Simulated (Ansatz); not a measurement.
The cluster Si5W4, relaxed as a quintet with UKS PBE-D4/def2-SVP in Ansatz, starting from the PBE-D4/def2-SVP geometry of the neutral singlet. Force threshold 0.03 eV/Å.

In the def2 sets W takes a core potential; there is no spin–orbit coupling. At PBE-D4/def2-SVP a singlet of charge 0 lies 0.65 eV below the quintet, each at its own geometry. The structure comes from a short search, and lower isomers may exist.

Start:

Cartesian coordinates in Å:
```
W 0.9899 0.2360 -2.0526
W -0.3809 1.8333 -0.8704
W -1.1542 -0.7399 -1.5109
W 1.2554 -1.5681 -0.4673
Si -2.0432 0.4756 0.4234
Si 1.6874 0.8452 0.2516
Si -0.9467 -1.7791 0.7059
Si 0.8579 -0.8018 1.8986
Si -0.2657 1.4988 1.6216
```

```json
{"step": "1", "energy (eV)": "-46663.2029", "largest force component (eV/Å)": "1.153", "SCF passes": "152"}
{"step": "2", "energy (eV)": "-46663.4310", "largest force component (eV/Å)": "1.058", "SCF passes": "75"}
{"step": "3", "energy (eV)": "-46663.5286", "largest force component (eV/Å)": "0.525", "SCF passes": "154"}
{"step": "4", "energy (eV)": "-46663.6236", "largest force component (eV/Å)": "0.958", "SCF passes": "64"}
{"step": "5", "energy (eV)": "-46663.7632", "largest force component (eV/Å)": "0.567", "SCF passes": "54"}
{"step": "6", "energy (eV)": "-46663.8391", "largest force component (eV/Å)": "0.338", "SCF passes": "50"}
{"step": "7", "energy (eV)": "-46663.8824", "largest force component (eV/Å)": "0.255", "SCF passes": "43"}
{"step": "8", "energy (eV)": "-46663.9000", "largest force component (eV/Å)": "0.235", "SCF passes": "45"}
{"step": "9", "energy (eV)": "-46663.9175", "largest force component (eV/Å)": "0.218", "SCF passes": "41"}
{"step": "10", "energy (eV)": "-46663.9266", "largest force component (eV/Å)": "0.146", "SCF passes": "37"}
{"step": "11 (rejected)", "energy (eV)": "-46663.9198", "largest force component (eV/Å)": "0.303", "SCF passes": "42"}
{"step": "12", "energy (eV)": "-46663.9361", "largest force component (eV/Å)": "0.087", "SCF passes": "40"}
{"step": "13", "energy (eV)": "-46663.9425", "largest force component (eV/Å)": "0.075", "SCF passes": "42"}
{"step": "14", "energy (eV)": "-46663.9473", "largest force component (eV/Å)": "0.133", "SCF passes": "40"}
{"step": "15 (rejected)", "energy (eV)": "-46663.9373", "largest force component (eV/Å)": "0.240", "SCF passes": "45"}
{"step": "16", "energy (eV)": "-46663.9496", "largest force component (eV/Å)": "0.166", "SCF passes": "39"}
{"step": "17", "energy (eV)": "-46663.9541", "largest force component (eV/Å)": "0.043", "SCF passes": "38"}
{"step": "18", "energy (eV)": "-46663.9543", "largest force component (eV/Å)": "0.048", "SCF passes": "36"}
{"step": "19", "energy (eV)": "-46663.9546", "largest force component (eV/Å)": "0.011", "SCF passes": "34"}
```

Force components are those of the run's own axes.

End:

| atom | x (Å) | y (Å) | z (Å) |
| --- | --- | --- | --- |
| W1 | 1.096 | 0.262 | -2.257 |
| W2 | -0.499 | 1.662 | -1.120 |
| W3 | -1.033 | -0.714 | -1.566 |
| W4 | 1.208 | -1.275 | -0.302 |
| Si5 | -2.219 | 0.608 | 0.432 |
| Si6 | 1.738 | 1.216 | 0.025 |
| Si7 | -1.044 | -1.459 | 0.939 |
| Si8 | 0.876 | -1.206 | 2.232 |
| Si9 | -0.123 | 0.906 | 1.619 |

Bonds lost: Si6–Si8 (atoms count from 1). Bonds formed: W4–Si9, Si7–Si9 (atoms count from 1).

No frequencies were taken in this run, so the end may be a saddle point.

It took 7.6 min on 4 threads of Intel Xeon on a shared host.
